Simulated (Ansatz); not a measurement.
Reaction (ligand exchange at the Si–S bond): `F[Si](F)(F)S[Si](F)(F)F` + `O[SiH](O)O` → `O[SiH](O)O[Si](F)(F)F` + `F[Si](F)(F)S`

Gas-phase electronic energies from Ansatz, PBE0-D4/def2-TZVP geometries. CCSD(T)/CBS is the MP2 limit (def2-TZVPP, def2-QZVPP) plus CCSD(T) − MP2 in def2-TZVPP, frozen cores. One conformer a species, not always the lowest.

| species | MP2/def2-TZVPP energy (Eh) |
| --- | --- |
| `F[Si](F)(F)S[Si](F)(F)F` | -1574.72132 |
| `O[SiH](O)O` | -516.98177 |
| `O[SiH](O)O[Si](F)(F)F` | -1104.92376 |
| `F[Si](F)(F)S` | -986.81080 |

(1) Work out ΔE.

Largest T1 diagnostic among the species: 0.012.

Results:

(1) ΔE = (-1104.92376) + (-986.81080) − (-1574.72132) − (-516.98177) = -0.03147 Eh = -19.7 kcal/mol. CCSD(T)/CBS gives -20.2 kcal/mol.

In def2-TZVPP, CCSD(T) changes the Hartree–Fock value by +5.8 kcal/mol (the triples alone add +1.2 kcal/mol) and MP2 by +7.0 kcal/mol. From PBE to PBE0 (25 % exact exchange), in def2-TZVPP and without D4, ΔE moves by −2.1 kcal/mol.
